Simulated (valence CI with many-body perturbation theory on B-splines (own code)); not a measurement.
# Bi68+: calculated level list

Level of theory: configuration interaction combined with many-body perturbation theory (CI+MBPT): five valence electrons over a frozen Dirac-Fock core [Ne], a basis of 11 s, 11 p, 10 d, 8 f, 5 g, 2 h functions for each j, with the one-electron correlation potential Σ1 (screened to all orders), the two-electron term Σ2, the three-electron term Σ3, Breit, model QED; selected single and double excitations, second order for the rest, scaled by the run's own slope (own B-spline code, finite nucleus).

The last digits are not significant, and no measured levels were compared; by estimate large intervals hold to a few tenths of a per cent, small ones and those within an open d or f shell to about a per cent. Among the levels kept, up to 3300 cm⁻¹ of a level comes from second order outside the variational space, and about a tenth of that is noise between levels of different J, which matters for small intervals.

Levels 46 to 90 of 170, with energies above the lowest level, (3s^2 3p1/2^2 3p3/2) J=3/2. "Leading %" is the weight of the configuration and term that name the level; weights of strongly mixed levels are sums over their largest components and can fall short. In the jj column 3d3/2^4 stands for four electrons in 3d with j = 3/2. Lifetimes count E1, E2, E3, M1 and M2 decay at the calculated energies, and are blank where another channel may lead or the interval is too uncertain; long ones can be off by a factor of two.

```
No.  Configuration  Term    J  E (eV)  Leading %                     Leading jj  Lifetime     Second component
 46     3s2.3p.3d2   4D°  3/2  1302.4         42  3s^2 3p1/2 3d3/2 3d5/2 (96 %)   1.24 ps  19 % 3s2.3p.3d2 2D°
 47     3s2.3p.3d2   4P°  1/2  1305.6         47  3s^2 3p1/2 3d3/2 3d5/2 (97 %)   1.39 ps  27 % 3s2.3p.3d2 4D°
 48     3s2.3p.3d2   2H°  9/2  1306.4         53  3s^2 3p1/2 3d3/2 3d5/2 (99 %)   1.88 ps  31 % 3s2.3p.3d2 2G°
 49     3s2.3p.3d2   4D°  5/2  1346.2         23  3s^2 3p1/2 3d3/2 3d5/2 (79 %)   74.7 fs  15 % 3s2.3p.3d2 4F°
 50     3s2.3p.3d2   2F°  7/2  1349.9         41  3s^2 3p1/2 3d3/2 3d5/2 (86 %)   91.4 fs  25 % 3s2.3p.3d2 2G°
 51     3s.3p2.3d2    4F  3/2  1352.3         43      3s 3p1/2^2 3d3/2^2 (98 %)   9.39 ps   26 % 3s.3p2.3d2 6G
 52     3s2.3p.3d2   2P°  3/2  1357.1         22  3s^2 3p1/2 3d3/2 3d5/2 (82 %)   72.8 fs  19 % 3s2.3p.3d2 4D°
 53     3s.3p2.3d2    4F  5/2  1364.3         23      3s 3p1/2^2 3d3/2^2 (98 %)   9.11 ps   10 % 3s.3p2.3d2 6G
 54     3s.3p2.3d2    4P  1/2  1388.7         44      3s 3p1/2^2 3d3/2^2 (98 %)   8.14 ps   20 % 3s.3p2.3d2 6D
 55         3s.3p4    4P  3/2  1428.2         70        3s 3p1/2 3p3/2^3 (86 %)    348 fs       16 % 3s.3p4 2D
 56         3s.3p4    2D  5/2  1450.6         61        3s 3p1/2 3p3/2^3 (87 %)    334 fs       26 % 3s.3p4 4P
 57     3s2.3p.3d2   4D°  7/2  1451.5         37      3s^2 3p1/2 3d5/2^2 (96 %)    846 fs  28 % 3s2.3p.3d2 2F°
 58     3s2.3p.3d2   2G°  9/2  1454.2         33      3s^2 3p1/2 3d5/2^2 (98 %)   1.13 ps  27 % 3s2.3p.3d2 4G°
 59     3s2.3p.3d2   2P°  3/2  1463.4         29      3s^2 3p1/2 3d5/2^2 (97 %)    784 fs  23 % 3s2.3p.3d2 2D°
 60     3s2.3p.3d2   2F°  5/2  1465.0         38      3s^2 3p1/2 3d5/2^2 (98 %)    913 fs  26 % 3s2.3p.3d2 2D°
 61         3s.3p4    2P  1/2  1472.8         45        3s 3p1/2 3p3/2^3 (70 %)    192 fs       26 % 3s.3p4 4P
 62         3s.3p4    2P  3/2  1475.6         36        3s 3p1/2 3p3/2^3 (74 %)    149 fs       26 % 3s.3p4 2D
 63     3s2.3p.3d2   2P°  1/2  1495.1         70      3s^2 3p1/2 3d5/2^2 (97 %)    755 fs  20 % 3s2.3p.3d2 4D°
 64     3s.3p2.3d2    4F  7/2  1503.0         29  3s 3p1/2^2 3d3/2 3d5/2 (98 %)   2.04 ps   15 % 3s.3p2.3d2 6G
 65     3s.3p2.3d2    4F  5/2  1507.6         23  3s 3p1/2^2 3d3/2 3d5/2 (98 %)   1.86 ps   15 % 3s.3p2.3d2 6G
 66     3s.3p2.3d2    4P  3/2  1515.8         29  3s 3p1/2^2 3d3/2 3d5/2 (99 %)   1.75 ps   25 % 3s.3p2.3d2 6D
 67     3s2.3p2.3d    2F  7/2  1519.5         43      3s^2 3p3/2^2 3d3/2 (98 %)    199 fs   28 % 3s2.3p2.3d 2G
 68     3s2.3p2.3d    2D  5/2  1522.5         25      3s^2 3p3/2^2 3d3/2 (86 %)    128 fs   23 % 3s2.3p2.3d 4D
 69     3s.3p2.3d2    2G  9/2  1524.2         28  3s 3p1/2^2 3d3/2 3d5/2 (98 %)   1.69 ps   14 % 3s.3p2.3d2 4F
 70     3s.3p2.3d2    2F  5/2  1526.4         24  3s 3p1/2^2 3d3/2 3d5/2 (96 %)   1.39 ps   12 % 3s.3p2.3d2 4G
 71     3s2.3p2.3d    4P  3/2  1529.0         20      3s^2 3p3/2^2 3d3/2 (73 %)   86.4 fs   20 % 3s2.3p2.3d 4D
 72     3s2.3p2.3d    4P  1/2  1531.4         38      3s^2 3p3/2^2 3d3/2 (71 %)   72.2 fs       19 % 3s.3p4 2P
 73     3s.3p2.3d2    2G  7/2  1533.8         33  3s 3p1/2^2 3d3/2 3d5/2 (99 %)   1.68 ps   24 % 3s.3p2.3d2 4H
 74     3s.3p2.3d2    2P  3/2  1535.2         21  3s 3p1/2^2 3d3/2 3d5/2 (96 %)   1.34 ps    9 % 3s.3p2.3d2 4F
 75     3s.3p2.3d2    2P  1/2  1542.2         34  3s 3p1/2^2 3d3/2 3d5/2 (97 %)   1.43 ps   21 % 3s.3p2.3d2 4D
 76     3s2.3p2.3d    2D  3/2  1547.1         65      3s^2 3p3/2^2 3d3/2 (87 %)    115 fs   11 % 3s2.3p2.3d 4F
 77     3s2.3p2.3d    2F  7/2  1627.7         50      3s^2 3p3/2^2 3d5/2 (99 %)   92.9 ps   39 % 3s2.3p2.3d 4D
 78     3s2.3p2.3d    4F  9/2  1629.6         64      3s^2 3p3/2^2 3d5/2 (99 %)    160 ps   35 % 3s2.3p2.3d 2G
 79     3s2.3p2.3d    2P  1/2  1641.5         60      3s^2 3p3/2^2 3d5/2 (97 %)   4.27 ps   24 % 3s2.3p2.3d 2S
 80      3s.3p3.3d   6D°  3/2  1659.3         27  3s 3p1/2 3p3/2^2 3d3/2 (84 %)    677 fs   19 % 3s.3p3.3d 4D°
 81     3s.3p2.3d2    4F  9/2  1659.5         32      3s 3p1/2^2 3d5/2^2 (97 %)   1.12 ps   13 % 3s.3p2.3d2 6D
 82     3s2.3p2.3d    2D  5/2  1664.4         74      3s^2 3p3/2^2 3d5/2 (99 %)    124 ps   17 % 3s2.3p2.3d 4D
 83      3s.3p3.3d   6D°  1/2  1669.5         46  3s 3p1/2 3p3/2^2 3d3/2 (97 %)    538 fs   20 % 3s.3p3.3d 4D°
 84      3s.3p3.3d   4F°  5/2  1672.2         36  3s 3p1/2 3p3/2^2 3d3/2 (96 %)    667 fs   26 % 3s.3p3.3d 6D°
 85     3s.3p2.3d2    4P  5/2  1675.5         21      3s 3p1/2^2 3d5/2^2 (98 %)    963 fs   16 % 3s.3p2.3d2 2D
 86     3s2.3p2.3d    2P  3/2  1677.2         44      3s^2 3p3/2^2 3d5/2 (96 %)    883 fs   25 % 3s2.3p2.3d 2D
 87     3s.3p2.3d2    2F  7/2  1682.3         25      3s 3p1/2^2 3d5/2^2 (98 %)   1.06 ps   10 % 3s.3p2.3d2 2G
 88     3s2.3p2.3d    2D  5/2  1683.3         51      3s^2 3p3/2^2 3d5/2 (95 %)    720 fs   20 % 3s2.3p2.3d 4P
 89      3s.3p3.3d   4G°  7/2  1685.8         35  3s 3p1/2 3p3/2^2 3d3/2 (97 %)    470 fs   21 % 3s.3p3.3d 4F°
 90     3s.3p2.3d2    2D  3/2  1689.5         25      3s 3p1/2^2 3d5/2^2 (97 %)    932 fs   16 % 3s.3p2.3d2 4F
```
